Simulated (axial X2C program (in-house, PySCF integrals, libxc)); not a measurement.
Which molecule has these constants?

Computed with an in-house relativistic program for diatomic molecules, spin-free (one-electron X2C) or two-component (2c: spin–orbit coupling with atomic mean-field Coulomb and Gaunt terms, which also bring small scalar terms), in Dyall basis sets with cores contracted in-house; open shells are unrestricted.

A two-component PBE0 calculation in a Dyall 3-zeta basis gave Re = 2.115 Å, ωe = 577.7 cm⁻¹, Ω = 1/2.

Question: Which molecule is it?
A. HfS⁺
B. TiS⁺
C. ZrS⁺

Answer: A. The others have ZrS⁺ 2.139 Å and 582.0 cm⁻¹ (Ω = 3/2); TiS⁺ 2.023 Å and 623.2 cm⁻¹ (Ω = 3/2).

Each entry is the lowest single determinant of a limited PBE0 search at one distance. De goes to single-determinant-based atoms at the same level (for ions the charge split of lowest energy) and is withheld (n/a) where an atom does not fit its ground term or J level. Main or longest-lived isotopes. One determinant is a doubtful description, or other states lie close, for HfS⁺, ZrS⁺, TiS⁺; these need not be ground states, and all values refer to the states named. The functionals have no current term, which raises determinants with orbital currents.
